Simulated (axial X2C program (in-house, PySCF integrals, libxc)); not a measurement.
# Curves of ClGdCl from open-shell CI on f7 s1

Computed with an in-house all-electron X2C program for linear molecules (integrals from PySCF): two-component X2C with atomic mean-field Coulomb and Gaunt terms, basis Cl dyall-v4z, Gd dyall-v4z (cores contracted in-house). Orbitals come from Hartree–Fock averaged over the configuration Gd f7 s1; CI then distributes these electrons over the f, s shells of Gd.

Scan along the symmetric stretch (R is each bond); masses Cl 34.969 u, Gd 157.924 u, Cl 34.969 u. Energies in cm⁻¹ from the lowest point; levels are followed by energy order within each Ω. Lowest level at 2.546 Å: 100% f7 s1.

```tsv
R (Å)	(1)Ω=4	(1)Ω=3	(1)Ω=2	(1)Ω=1	(1)Ω=0	(2)Ω=3	(2)Ω=2
2.368	4165	4166	4167	4167	4168	8338	8351
2.457	1006	1006	1007	1007	1007	5326	5339
2.546	0	1	1	1	1	4479	4493
2.648	729	729	729	729	729	5396	5411
2.750	2837	2836	2836	2836	2836	7694	7711
2.864	6249	6248	6248	6247	6247	11317	11335
3.004	11333	11330	11329	11328	11327	16650	16671
```

Q: Fit the curves (1)Ω=4, (1)Ω=3, (1)Ω=2, (1)Ω=1, (1)Ω=0, (2)Ω=3, (2)Ω=2 near their minima.

A: From the open-shell CI curves, Te from the lowest:

| level | Te (cm⁻¹) | Re (Å) | ωe (cm⁻¹) |
| --- | --- | --- | --- |
| (1)Ω=4 | 0 | 2.554 | 301.3 |
| (1)Ω=3 | 1 | 2.554 | 301.3 |
| (1)Ω=2 | 1 | 2.554 | 301.3 |
| (1)Ω=1 | 1 | 2.554 | 301.3 |
| (1)Ω=0 | 1 | 2.554 | 301.3 |
| (2)Ω=3 | 4486 | 2.545 | 307.3 |
| (2)Ω=2 | 4500 | 2.545 | 307.4 |

Without dynamic correlation distances can be off by several hundredths of an Å (long for ionic bonds, short for multiple bonds) and the wavenumbers are rough.

The 7 lowest curves are shown; the next is (2)Ω=1, from 4502 cm⁻¹.

There is no dynamic correlation: spin–orbit spacings and, for f shells, spacings inside one term are the most reliable numbers, splittings between terms come out too wide, and energies between configurations are not reliable, so the lowest level need not be the ground state of the molecule. At most 4 roots were kept for each Ω > 0 (twice that for Ω = 0) within 2.2 eV of the lowest, so higher up levels can be missing between those listed; levels with Ω > 0 are doubly degenerate and listed once, Ω = 0 levels singly. The molecule was held linear; bending was not examined.
